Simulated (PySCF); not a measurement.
C3H9ClO3Si.
Atom-mapped SMILES: `[CH3:1][O:2][Si:3]([Cl:4])([O:5][CH3:6])[O:7][CH3:8]` (hydrogens: H9, H10, H11 on C1; H12, H13, H14 on C6; H15, H16, H17 on C8)

All values: wB97X-D/def2-SVPD (PySCF, non-relativistic), on one gas-phase PBE0-D3(BJ)/def2-SVP geometry that isn't relaxed in the solvent. The solvent is an IEF-PCM continuum (cavity from Bondi-type radii × 1.2). Only the electrostatic response of the medium enters.

Gas phase at wB97X-D/def2-SVPD: HOMO -10.51 eV, LUMO 1.87 eV, dipole 0.05 D.

What does the continuum do to the energy, the frontier levels and the dipole at wB97X-D/def2-SVPD in acetonitrile and dimethylsulfoxide?

| solvent | ε | E(solvent) − E(gas) (kJ/mol) | polarisation term (kJ/mol) | distortion of the solute (kJ/mol) | HOMO (eV) | LUMO (eV) | dipole (D) |
| --- | --- | --- | --- | --- | --- | --- | --- |
| acetonitrile | 35.69 | -17.48 | -19.67 | 2.19 | -10.58 | 1.79 | 0.18 |
| dimethylsulfoxide | 46.83 | -17.67 | -19.92 | 2.25 | -10.58 | 1.78 | 0.18 |

The polarisation term is half the interaction of the solute with the surface charges that it induces; the rest is the cost of distorting the solute's density. The sum is the electrostatic part of solvation alone. From acetonitrile to dimethylsulfoxide the lowering changes by a factor 1.01, Onsager's factor (ε − 1)/(2ε + 1) by 1.01 and ε itself by 1.3.

How does the static polarisability (wB97X-D/def2-SVPD, frozen core, with the continuum's full static response) change?

```json
{"medium": "gas", "isotropic (au)": "83.5", "principal values (au)": "79.4, 85.4, 85.8", "⟨r²⟩ of the electrons (bohr²)": "1414.3"}
{"medium": "acetonitrile", "isotropic (au)": "107.6", "principal values (au)": "106.8, 107.8, 108.1", "⟨r²⟩ of the electrons (bohr²)": "1412.5"}
{"medium": "dimethylsulfoxide", "isotropic (au)": "107.9", "principal values (au)": "107.2, 108.1, 108.4", "⟨r²⟩ of the electrons (bohr²)": "1412.4"}
```

The isotropic value in dimethylsulfoxide is 1.29 times the gas-phase one; no cavity-field correction is applied. ⟨r²⟩ is taken about the centre of nuclear charge.

Hardware: one thread, x86-64 server, shared host. Cost: 48 s wall. This is the whole response run at wB97X-D/def2-SVPD in dimethylsulfoxide, SCF included.

Shape of the structure used: `[CH3:1][O:2][Si:3]([Cl:4])([O:5][CH3:6])[O:7][CH3:8]`: C1–O2–Si3–Cl4 -56°, O2–Si3–O5–C6 -177°, O2–Si3–O7–C8 65°.

wB97X-D is run here without its empirical dispersion term; that term would change no orbital, density or response property at a fixed geometry.
